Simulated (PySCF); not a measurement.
**`C#CS(F)(F)(F)(F)F`: ΔSCF against reference XPS values**

Measured values to reproduce (core binding energies): C 1s of C1 292.10 eV [1]; C 1s of C2 292.22 eV [1]. Sources and the comparison follow the method.

Species: C2HF5S.
Cartesian coordinates in Å at the PBE0-D3(BJ)/def2-TZVP level; atoms count from 1:
```xyz
9
C2HF5S angstrom
C      2.1033   -0.4222   -0.2371
C      0.9387   -0.1862   -0.1077
S     -0.7444    0.1494    0.0800
F     -1.0808   -0.6319   -1.2523
F     -0.6005    1.4906   -0.7439
F     -0.9490   -1.1796    0.9114
F     -0.4679    0.9433    1.4182
F     -2.2808    0.4559    0.2512
H      3.1407   -0.6360   -0.3533
```

Level of theory: delta-SCF UKS SCAN, pcX-3 on the ionised atom, pcseg-2 elsewhere, spin-free X2C in PySCF 2.14.0. Each binding energy is the total energy of the core-ionised species, with the hole localised on one atom, minus that of the ground state; both are solved self-consistently, so orbital relaxation is included.

```
atom             environment  level  this calculation (eV)  reference (eV)  difference (eV)  source
  C1  terminal alkyne carbon   C 1s                 291.86          292.10            -0.24     [1]
  C2           alkyne carbon   C 1s                 291.96          292.22            -0.26     [1]
```

[1] measured, gas; Saethre, Berrah, Bozek, Boerve, Carroll, Kukk, Gard, Winter, Thomas, J. Am. Chem. Soc. 2001, 123, 10729 Note: vertical.

Q: How well does this level of theory reproduce the measurements here?

A: Over the 2 different measured values (2 distinct lines) the mean signed difference is -0.25 eV, the mean unsigned one 0.25 eV and the largest 0.26 eV. The calculation is vertical and has no vibrational structure, and measured positions depend on the energy calibration.

Q: What does the calculation give for the levels without a reference value here?

A: S3 S 1s 2487.84 eV; S3 S 2p3/2 178.29 eV; F4/F5/F6/F7 F 1s 693.92 eV; F8 F 1s 694.09 eV.

The 2 C 1s values lie within 0.10 eV of each other; Gaussian lines of 0.5 eV full width would blend them into one maximum.

The 2 F 1s values lie within 0.17 eV of each other; Gaussian lines of 0.5 eV full width would blend them into one maximum.

Atoms equivalent by their bonding share one computed value, that of the first of them. The unrestricted hole states depart most from a pure doublet (⟨S²⟩ = 0.75; over 0.85 named) for C 1s of C1 (0.86) and C 1s of C2 (0.86), which makes these values less certain. Spin–orbit coupling isn't in the SCF: each 2p doublet comes from a relaxed spin-free hole plus a matrix of the shell (mean-field spin–orbit coupling and the ground-state 2p splitting), with 2p3/2 averaged over its two sublevels. 2p1/2 minus 2p3/2 (ligand field included): S 1.24 eV. Isolated species at its PBE0-D3(BJ)/def2-TZVP geometry, gas phase.
